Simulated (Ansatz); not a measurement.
Calculated with Ansatz (gas phase, PBE0-D4/def2-TZVP geometries, no zero-point term in ΔE). CBS: MP2 limit from def2 TZ/QZ plus the TZ coupled-cluster correction, frozen cores. DFT in def2-TZVPP. For Ga, Se outer-core shells are correlated without core-valence functions, which leaves a few kJ/mol of doubt a bond. Scalar relativity is left out up to krypton. One conformer a species, not always the lowest.

Reaction (cleavage of the Si–Ga bond): `[SiH3][GaH2]` + `N[SiH2][SeH]` → `N[SiH2][Se][SiH3]` + `[GaH3]`

```csv
level,ΔE (kJ/mol)
B2PLYP,-44.7
PBE,-34.6
```

(1) What does CCSD(T)/CBS give? (An estimate is asked.)

Largest T1 diagnostic among the species: 0.013.

## Answers

(1) The calculation gave: -48.1 kJ/mol. The listed levels differ from it by 3.4, 13.5 kJ/mol.

From PBE to PBE0 (25 % exact exchange), in def2-TZVPP and without D4, ΔE moves by −5.1 kJ/mol. The D4 term adds −7.9 kJ/mol with B3LYP and −4.4 kJ/mol with PBE0; it sums over pairs of atoms, weighted by their polarisabilities, and B3LYP, whose exchange is more repulsive, gets the larger term.

B3LYP here is the variant with VWN-RPA as its local correlation; programs differ in this.
